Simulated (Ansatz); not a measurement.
C₂H₇NOSi, SMILES `C[Si]1(N)CO1`. The species carries charge 0 and has multiplicity 1. The geometry is a stationary point of PBE0-D4/def2-TZVP. It is one conformer, not always the lowest.

```xyz
12

C     0.049   -1.343   -1.012
Si   -0.004    0.068    0.183
N     1.497    0.218    0.954
C    -1.183    1.425    0.084
O    -1.394    0.297    1.047
H     0.246   -2.285   -0.493
H     0.828   -1.199   -1.764
H    -0.912   -1.432   -1.520
H     1.679    0.892    1.678
H     2.197   -0.501    0.908
H    -1.975    1.487   -0.661
H    -1.026    2.373    0.597
```

Question: What is the dipole moment at B3LYP/def2-TZVPP? (An estimate is asked.)

Answer: Ansatz gave: 2.78 D, with components (2.59, -0.50, -0.87) D in this frame, pointing from negative to positive charge.

Question: And with PBE, r2SCAN, ωB97M-V? (Best estimate.)

Answer: Ansatz gave: PBE 2.65 D, r2SCAN 2.72 D, ωB97M-V 2.81 D.

Question: Give the Mulliken charges with B3LYP, ωB97M-V, PBE in def2-TZVPP. (Estimate.)

Answer: Computed: 
```csv
atom,B3LYP,ωB97M-V,PBE
C1,-0.41,-0.47,-0.40
Si2,0.63,0.64,0.50
N3,-0.44,-0.38,-0.42
C4,-0.15,-0.21,-0.14
O5,-0.43,-0.41,-0.36
H6,0.10,0.12,0.10
H7,0.11,0.12,0.11
H8,0.11,0.12,0.11
H9,0.15,0.12,0.16
H10,0.14,0.12,0.15
H11,0.10,0.11,0.09
H12,0.09,0.11,0.09
```

B3LYP here is the variant with VWN-RPA as its local correlation; programs differ in this.
